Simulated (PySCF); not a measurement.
Predicted microwave data (PBE0/pcSseg-1 in PySCF (dipole) on a GFN2-xTB geometry, gas phase) for one isomer of C5H6F3PS:

```
Rotational constants : A = 1676, B = 659.2, C = 580.4 MHz
Dipole components    : |μa| = 2.11 D, |μb| = 4.68 D, |μc| = 0.80 D
Inertial defect      : -197.57 u·Å²
κ                    : -0.86
```

Question: Which candidate fits, each taken in the one conformer that was computed?
A. `[CH:1]#[C:2][P@H:3](=[S:4])[CH2:5][CH2:6][C:7]([F:8])([F:9])[F:10]` with C2–P3–C5–C6 167°, P3–C5–C6–C7 72°
B. `[CH2:1]=[CH:2][P@@:3]1(=[S:4])[CH2:5][C@@H:6]1[C:7]([F:8])([F:9])[F:10]` with C1–C2–P3–S4 1°
C. `CC1=C(C)P1(=S)C(F)(F)F`

Answer: B. It is C=C[P@@]1(=S)C[C@@H]1C(F)(F)F, an asymmetric top, point group C1. The candidates at the same level (rigid rotor, commonest isotopes):

| SMILES | A (MHz) | B (MHz) | C (MHz) | μa (D) | μb (D) | μc (D) | Δ (u·Å²) | point group | rotor |
| --- | --- | --- | --- | --- | --- | --- | --- | --- | --- |
| C#C[P@H](=S)CCC(F)(F)F | 1811 | 575.5 | 494.3 | 1.06 | 3.97 | 1.42 | -134.95 | C1 | asymmetric top |
| CC1=C(C)P1(=S)C(F)(F)F | 1063 | 842.4 | 679.8 | 4.49 | 2.83 | 0.02 | -331.80 | near Cs | asymmetric top |
| C=C[P@@]1(=S)C[C@@H]1C(F)(F)F | 1676 | 659.2 | 580.4 | 2.11 | 4.68 | 0.80 | -197.57 | C1 | asymmetric top |

`C#C[P@H](=S)CCC(F)(F)F` has C 15 % too low; `CC1=C(C)P1(=S)C(F)(F)F` has A 37 % too low. No structure here is proved a minimum.
